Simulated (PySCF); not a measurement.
InH2F.
Geometry (PBE0-D3(BJ)/def2-SVP, Å), atoms numbered from 1 in this order:
```xyz
4
FH2In angstrom
In     0.0869    0.1480   -0.0107
H      1.8006    0.1463    0.0125
H     -1.1786    1.3035   -0.0393
F     -0.6256   -1.6883    0.0070
```

Computed with PySCF, PBE0-D3(BJ)/def2-SVP geometry optimisation, gas phase, def2 core potentials past Kr.

Q: Which atoms are bound to In1, and at what distances?

A: 3 atoms: H2 1.714 Å, H3 1.714 Å, F4 1.970 Å.

Q: List the angles at In1.

A: 
```csv
angle,degrees,distance of the outer atoms (Å)
H2–In1–H3,137.7,3.20
H3–In1–F4,111.2,3.04
H2–In1–F4,111.1,3.04
```

Q: What is the shape at In1?

A: Planar: angles 137.7°, 111.2° and 111.1°, sum 360.0°, 0.00 Å off the plane of its three neighbours.

Q: What are the rotational constants (commonest isotopes, rigid rotor)?

A: A = 98159, B = 7792, C = 7219 MHz: a near-prolate asymmetric top.

Point group: C2v (every atom within 0.08 Å of its image). Charge 0, singlet. PBE0-D3(BJ)/def2-SVP frequencies: not computed here.

On one thread, Arm Neoverse V2 (aarch64) (shared host), this took 7.9 s wall and 0.24 GiB of memory at its peak. That covers the optimisation of the geometry.
